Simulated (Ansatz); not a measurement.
`F[SiH](F)[SiH](Cl)Cl`, 8 atoms. Charge 0, multiplicity 1. All runs use 4 threads of a server CPU on a shared host. Correlated methods freeze the cores.

(1) How many basis functions does each run have, and how long does it take in Ansatz? RKS PBE0-D4/def2-TZVPP energy; RKS CAM-B3LYP-D4/def2-TZVPP energy; RKS PBE0-D4/def2-SVP energy; RKS PBE0-D4/def2-QZVPP energy; RKS ωB97M-V/def2-QZVPP energy; direct RPA on PBE orbitals/def2-TZVPP energy; RHF-CCSD(T)/def2-TZVPP energy; RKS r2SCANh-D4/def2-TZVPP energy; RKS B97M-V/def2-TZVPP energy; RHF-CCSD(T)/def2-SVP energy; RHF-MP2/def2-QZVPP energy; RKS ωB97M-V/def2-SVP energy. (An estimate is asked.)

Answers

(1) The calculation gave: Other jobs shared the machine, so times are rough.

```csv
level,job,functions,wall time,peak host memory (GiB)
RKS PBE0-D4/def2-SVP,energy,110,1.2 s,0.24
RKS PBE0-D4/def2-TZVPP,energy,258,4.5 s,0.87
RKS CAM-B3LYP-D4/def2-TZVPP,energy,258,4.8 s,0.97
RHF-CCSD(T)/def2-SVP,energy,110,5.5 s,0.45
RKS ωB97M-V/def2-SVP,energy,110,6 s,0.37
direct RPA on PBE orbitals/def2-TZVPP,energy,258,6 s,0.59
RKS r2SCANh-D4/def2-TZVPP,energy,258,7.5 s,0.88
RKS B97M-V/def2-TZVPP,energy,258,10 s,0.49
RKS PBE0-D4/def2-QZVPP,energy,454,12 s,2.2
RHF-MP2/def2-QZVPP,energy,454,20 s,2.5
RKS ωB97M-V/def2-QZVPP,energy,454,25 s,2.5
RHF-CCSD(T)/def2-TZVPP,energy,258,3.8 min,5.6
```
